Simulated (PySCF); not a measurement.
**Structure from NMR data**

The spectra below were simulated for a compound C4H7F3NP.

$^{1}$H NMR (600 MHz, computed): δ 6.78 (m, 1H), 6.31 (m, 1H), 6.19 (m, 1H), 3.10 (m, 3H), 1.48 (br s, 1H).

$^{13}$C{$^{1}$H} NMR (computed): δ 145.2 (CH), 139.4 (C), 132.7 (CH2), 35.9 (CH3).

PySCF calculation with GIAO PBE0/pcSseg-1 shieldings and geometry from GFN2-xTB; one conformer, equivalent nuclei averaged, non-relativistic Hamiltonian, no solvent model.

Shifts are taken against calculated references (same method and geometry level): $^{1}$H (σref 31.72) and $^{13}$C (σref 186.93) vs TMS.

Question: What is the structure?

Answer: 
4 carbon signals for 4 carbons: no two carbons are equivalent. Carbon types of the structure: 1 × C, 1 × CH, 1 × CH2, 1 × CH3, leaving 1 H on heteroatoms. δC 145.2: alkene CH; as expected for a trigonal carbon in a double bond. δC 139.4: CF3 carbon; 3 electronegative neighbours deshield it. δC 132.7: terminal =CH2 carbon; the olefinic region. δC 35.9: methyl carbon bonded to N; deshielded by the electronegative neighbour. δH 6.78: hydrogen on an alkene CH; a vinylic proton, deshielded by the sp2 carbon and the C=C anisotropy. δH 6.31, 6.19: hydrogen on a terminal =CH2 carbon; olefinic region. δH 3.10: hydrogen on a methyl carbon bonded to N; its carbon carries N, hence the downfield position.

The compound is `C=CP(NC)C(F)(F)F`.

This is the structure that produced the data.

The OH or NH signal is concentration- and solvent-dependent in practice; the value given is the gas-phase one. Splittings by $^{19}$F and $^{31}$P in the carbon and heteronuclear signals aren't shown, as no couplings were computed. Shifts are as computed. Against solution values, carbons near 30 ppm lie about +3 ppm off and those near 130 ppm about +5 ppm. Of 1211 compounds with measured shifts, 218 miss one by over three times the rms of a fit or turn the order of signals round; such compounds aren't used in these exercises. No couplings were computed; multiplicities are counted from neighbouring protons, with m where these are inequivalent, close in shift, in a saturated or five-membered ring or joined by F or P, and br s for small geminal =CH2 splittings.
